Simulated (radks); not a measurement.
The numbers below are computed, except where a source is named.
Q: These are the eigenvalues of the occupied orbitals of an atom or ion with whole-number occupations (hartree). Level of theory: scalar-relativistic Kohn-Sham, PBEsol, spin-polarised, spherical densities, finite nucleus; Fermi nuclear charge, rms radius of each element as measured or else 0.836 A^(1/3) + 0.57 fm (a radial shooting solver on a logarithmic mesh with Libxc functionals).

| orbital | eigenvalue |
|---|---|
| 1s up | -17.58290 |
| 1s down | -17.53460 |
| 2s up | -3.28046 |

Which element is it, and in what charge state? The configuration may be excited. Open shells, if any, are filled with parallel spins first.

A: Z = 7, nitrogen, charge +4: N4+ in [He] 2s1. The list shows which subshells hold electrons but not how many an open one holds; the 1s level, -17.583 hartree, gives Z - s = 5.9 by -(Z - s)^2/2, which with screening and relativity narrows Z to a few neighbours, and the depths of the outer levels then fix element, charge and occupations together.
